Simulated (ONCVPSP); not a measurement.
Potentials for iridium compared

Generated with ld1.x 7.5 (TM, RRKJ, ultrasoft, PAW), atompaw 4.2 or ONCVPSP 4.0.1. The cutoff is in Ry: for ld1.x and atompaw files where the sum of valence levels is converged to 10 mRy in a Bessel basis, for ONCV files where the hardest occupied wave has 1 mHa per electron of residual kinetic energy. The error is the largest all-electron minus pseudo excitation energy over each file’s own four to seven test configurations (ionisations up to +4, promotions, holes and added fractions of an electron), all of which were solved. The labels leave out finer settings (local radius, basis sizes, second energies), which also bear on the numbers. Spin-polarised tests are not counted. The rows are a selection from randomly drawn settings: files with unsolved tests, undetermined cutoffs or missed reference levels are left out.

A true bound ghost makes a file unfit for plane-wave use even where its test errors are small: the radial tests pick states by their node count and pass the ghost by.

```tsv
potential	cutoff (Ry)	largest error (meV)	bound ghosts
ONCV, PBE, scalar-relativistic, rc 1.85/1.35/1.40/1.05 (spdf), local smoothed, core correction yes, reference 4f14 5s2 5p6 5d7 6s1.75, qcut 7.3/8.9/7.1/19.4, projectors 2/2/3/2	294	+310	none
ONCV, PBE, scalar-relativistic, rc 1.80/1.30/1.95 (spd), local smoothed, core correction yes, reference 5s2 5p6 5d7 6s2, qcut 7.7/5.4/7.4, projectors 3/3/3	267	-44	none
ONCV, PBE, scalar-relativistic, rc 1.60/1.05/1.95/0.55 (spdf), local smoothed, core correction yes, reference 4f14 5s2 5p6 5d7 6s2, qcut 5.9/9.3/6.3/29.1, projectors 2/2/2/2	766	-74	s, p, d
ONCV, Wu-Cohen, scalar-relativistic, rc 2.60/1.45/1.50/2.45 (spdf), local smoothed, core correction yes, reference 5p6 5d7 6s2, qcut 2.4/9.7/7.5/4.2, projectors 2/2/2/2	66	-42	s
ONCV, PBEsol, scalar-relativistic, rc 2.00/2.15/2.05/0.70 (spdf), local f, core correction yes, reference 4f14 5d7 6s2, qcut 2.8/3.7/8/28.4, projectors 2/2/2/0	618	-83	s, p, d
```

Question: Fill in the row for Ir: ONCV, revPBE, scalar-relativistic, rc 1.55/1.85/1.40/0.50 (spdf), local smoothed, core correction yes, reference 4f14 5s2 5p6 5d7 6s1.5, qcut 7.9/8.7/7.4/25.7, projectors 2/2/1/2.

Answer: cutoff 2464 Ry, largest error -10 meV, bound ghosts: s, p, d.

Question: Fill in the row for Ir: ONCV, LDA (Perdew-Wang 92), fully relativistic, rc 2.25/2.20/2.25 (spd), local smoothed, core correction yes, reference 5d6, qcut 2.2/4/7.7, projectors 2/2/2.

Answer: cutoff 36 Ry, largest error +283 meV, bound ghosts: p3/2.

Question: Fill in the row for Ir: ONCV, LDA (Perdew-Wang 92), scalar-relativistic, rc 1.70/1.15/2.25 (spd), local smoothed, core correction no, reference 5s2 5p6 5d7 6s1.5, qcut 6.7/6.8/6.9, projectors 2/1/3.

Answer: cutoff 209 Ry, largest error -16 meV, bound ghosts: none.
